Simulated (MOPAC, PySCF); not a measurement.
C4H7NSi, SMILES `[SiH3]/C=C\CC#N`, neutral singlet in the gas phase. 

Cartesian coordinates (Å):
```xyz
13

N      3.3205    -0.0462    -1.3428
C      2.4248    -0.3178    -0.6753
C      1.2837    -0.6397     0.1791
C      0.5790     0.6031     0.6659
C     -0.7132     0.8846     0.5085
Si    -2.0499    -0.0872    -0.3601
H      0.6070    -1.2929    -0.3716
H      1.6592    -1.2108     1.0348
H      1.2230     1.3020     1.1922
H     -1.0461     1.8244     0.9453
H     -3.0888    -0.4812     0.6208
H     -1.5183    -1.3085    -1.0069
H     -2.6809     0.7704    -1.3898
```
Charge 0, spin multiplicity 1.

All levels are single points at this geometry (B3LYP-D3(BJ)/def2-TZVP); Pople sets use spherical d functions. Orbital energies aren't observables, and empty levels follow the basis.

HF/STO-3G in PySCF gives gap (eV) = 16.50.

Problem. Estimate the gap (eV) from each of these levels: M06-2X/def2-TZVP in PySCF; PBE-D3(BJ)/def2-TZVP in PySCF; B3LYP/3-21G in PySCF; B3LYP/LANL2DZ in PySCF; BP86/6-31G* in PySCF; M06-2X/6-31G* in PySCF; PBE/6-31G* in PySCF; SVWN5/6-31G* in PySCF; HF/3-21G in PySCF; AM1 in MOPAC; PM3 in MOPAC; PM7 in MOPAC.

Solution. 
| level | gap (eV) |
|---|---|
| M06-2X/def2-TZVP in PySCF | 9.43 |
| PBE-D3(BJ)/def2-TZVP in PySCF | 5.19 |
| B3LYP/3-21G in PySCF | 7.21 |
| B3LYP/LANL2DZ in PySCF | 7.11 |
| BP86/6-31G* in PySCF | 5.30 |
| M06-2X/6-31G* in PySCF | 9.59 |
| PBE/6-31G* in PySCF | 5.30 |
| SVWN5/6-31G* in PySCF | 5.24 |
| HF/3-21G in PySCF | 13.99 |
| AM1 in MOPAC | 10.98 |
| PM3 in MOPAC | 10.52 |
| PM7 in MOPAC | 11.13 |
